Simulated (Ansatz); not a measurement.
A barrier at the coupled-cluster level

Start structure (CH$_{7}$ClGe, singlet), relaxed at PBE0-D4/def2-TZVP:

Ge1  (-0.182, -0.064, -1.157)
C2  (0.567, -0.999, 0.381)
H3  (-0.862, 1.250, -0.699)
H4  (0.911, 0.317, -2.169)
H5  (-1.255, -0.910, -1.861)
H6  (-0.743, 1.839, 1.114)
Cl7  (-0.571, 2.111, 2.359)
H8  (-0.219, -1.242, 1.096)
H9  (1.045, -1.925, 0.056)
H10  (1.309, -0.376, 0.880)
(Å)

The step: CH₆Ge ([CH3][GeH3]) + HCl → GeH₃Cl ([Cl][GeH3]) + CH₄; bonds formed: Ge1–Cl7, C2–H6; bonds broken: Ge1–C2, H6–Cl7. Computed with Ansatz 0.2.0 (basis: def2-TZVPP and def2-QZVPP); correlated methods freeze the cores. Filled d shells of the heavier atoms are correlated. The def2 sets are not built for correlating such inner shells, so the correlated values are less sure here. Extrapolation: Hartree–Fock as exp(−7.88 √X), correlation as X^−2.97. Energies below are by CCSD(T) at an estimated basis limit (MP2 extrapolated from triple and quadruple zeta, plus CCSD(T) − MP2 in triple zeta).

What are the electronic barrier and the energy of the step, from the start structure to the end structure? (An estimate is asked for; the value comes from the calculation.)

By the calculation: Barrier 183.2 kJ/mol; step energy -82.9 kJ/mol (downhill); reverse barrier, their difference, 266.1 kJ/mol. Barrier and step energy count from the start structure, the reverse barrier from the end structure.

The saddle point: One imaginary mode of 592i cm⁻¹.
```
   pair  start (Å)  saddle (Å)  end (Å)
Ge1–Cl7       4.15        2.72     2.16
  C2–H6       3.21        1.25     1.09
 Ge1–C2       1.95        2.25     4.28
 H6–Cl7       1.29        1.79     3.09
```

Zero-point energy (harmonic, PBE0-D4): ZPE is 177.4 kJ/mol at the start and 177.5 kJ/mol at the saddle, so the barrier goes from 183.2 to 183.3 kJ/mol.

T1 diagnostic: at most 0.011. The end structure is not quite a true minimum (one mode of 26i cm⁻¹).

Labels in which every atom is bracketed show which atoms are joined, not bond orders.

For scale, one of the runs: CCSD(T)/def2-TZVPP, 219 basis functions (an equivalent command: `ansatz run in.yaml --threads 4`). Time: 72 s of wall clock on 4 CPU threads; the host was shared. Peak host memory: 3.2 GiB.
